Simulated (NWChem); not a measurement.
System: AlBrClF; SMILES [F][Al]([Cl])[Br]

The following NWChem deck was run.

```
start job
memory heap 200 mb stack 900 mb global 1100 mb
geometry units angstroms noautoz
  Al    -0.420064     0.591392     0.000000
  F     -2.040242     0.913728     0.000000
  Cl     0.907217     2.186061     0.000000
  Br     0.271622    -1.519570     0.000000
end
basis spherical
  Al library 3-21g
  F library 3-21g
  Cl library 3-21g
  Br library 3-21g
end
dft
  xc xtpss03 ctpss03
  iterations 150
  mulliken
end
task dft energy
```

Coordinates come from a PBE0/def2-SVP optimisation.

### Question
Predict the main results of this run. (TPSS/3-21G.) Quantities: basis functions; energy (Ha); highest occupied level (eV); orbital gap (eV); dipole (D).

### Answer
```json
{
 "number_of_basis_functions": "57",
 "energy (Ha)": "-3360.25",
 "highest occupied level (eV)": "-7.85",
 "orbital gap (eV)": "5.57",
 "dipole (D)": "0.70"
}
```
